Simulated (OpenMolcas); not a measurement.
**Rh5+: moving or changing the point charges**

Rh5+ among 6 point charges of -1.7 e arranged as a tetragonal octahedron (D4h), 1.98 Å from the ion, with the axial distance 2.099 Å.
```
   1.9800    0.0000    0.0000  -1.70
   0.0000    1.9800    0.0000  -1.70
  -1.9800    0.0000    0.0000  -1.70
   0.0000   -1.9800    0.0000  -1.70
   0.0000    0.0000    2.0988  -1.70
   0.0000    0.0000   -2.0988  -1.70
```

```yaml
Program: OpenMolcas 26.06
Method: "SS-CASPT2, IPEA 0.25 Eh, imaginary shift 0.1 Eh (closed shells correlated: 4s 4p)"
Basis: ANO-RCC-VDZP [6s5p3d1f]
Scalar_Hamiltonian: DKH2, point nucleus
Active_space: 4 electrons in 5 orbitals (4d)
State_averaging: 2S+1 = 5 even, 5 roots; 2S+1 = 3 even, 45 roots; 2S+1 = 1 even, 50 roots
Spin-orbit_coupling: state interaction with AMFI integrals over the reference wave functions
```

Runs around this geometry, states (labels of D4, the rotations of D4h). Energies in cm-1 above the lowest state or level, χT in cm3 K/mol.

```csv
R (Å),q (e),Axial / equatorial distance,Ground state,First state of that spin,First gap with spin-orbit (degeneracies),χT at 300 K,First state of another spin
1.98,-1.1,1.06,5B1,5A1 1640,"210 (1, 1)",1.015,3E 20520
1.9,-1.7,1.06,5B1,5A1 2850,"88 (1, 1)",1.656,3E 18970
1.98,-1.7,1.06,5B1,5A1 2510,"110 (1, 1)",1.458,3E 19670
2.08,-1.7,1.06,5B1,5A1 2150,"150 (1, 1)",1.224,3E 20290
1.98,-1.7,1.14,5B1,5B2 4770,"62 (1, 1)",1.542,3E 20720
```

Taking the first state of the same spin as R^-n, n = -ln(2150 / 2850) / ln(2.08 / 1.9) = 3.1 between the shortest and longest distance.

Scaling the charges by -1.1 / -1.7 = 0.65 scales the first state of the same spin by 1640 / 2510 = 0.65; with fixed orbitals a first-order splitting would follow the charge.

Point charges give a weaker field than real ligands, and real ions of this kind are as a rule low spin; the high spin found here belongs to the model. Free-ion shares, where given, are those of the reference states; single-state CASPT2 does not remix them. Spin-orbit coupling mixes the spin-free states strongly: the lowest level takes only 66 % from its leading state, 5B1 (holds for R = 1.98, q = -1.1, ratio = 1.06). The ground term spreads over less than 5000 cm-1, several times less than with real ligands, so orbital moments are less quenched and χT lies further from the spin-only value than at real sites (holds for R = 1.98, q = -1.1, ratio = 1.06; R = 2.08, q = -1.7, ratio = 1.06). Point charges carry no covalency, so the field is a model and not that of real ligands. No measured value stands beside these numbers.
